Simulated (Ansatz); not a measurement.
Mulliken charges of CHBF2Te, SMILES `FC1(F)B[Te]1` from PBE/def2-TZVPP in Ansatz (PBE0-D4/def2-TZVP geometry).

| atom | x (Å) | y (Å) | z (Å) | charge (e) |
| --- | --- | --- | --- | --- |
| F1 | 1.154 | -1.090 | 0.762 | -0.109 |
| C2 | 0.122 | -0.600 | 0.083 | 0.357 |
| F3 | -0.713 | -1.600 | -0.181 | -0.109 |
| B4 | -0.310 | 0.864 | 0.147 | -0.247 |
| Te5 | 0.659 | 0.711 | -1.689 | 0.059 |
| H6 | -0.870 | 1.650 | 0.831 | 0.049 |

Problem. By hand: the dipole of these point charges (1 e Å = 4.8032 D).

Solution. Σ q r = (0.068, -0.012, -0.129) e Å, of length 0.146 e Å = 0.70 D.

Problem. How does the dipole of the full density compare? (An estimate is asked.)

Solution. The calculation gave: (0.005, 0.152, -0.092) e Å, 0.85 D; the point charges give 0.82 times that, at 66° from its direction.

Point charges leave out the atoms' own dipoles, such as those of lone pairs, and Mulliken's split depends on the basis, so the two needn't agree.
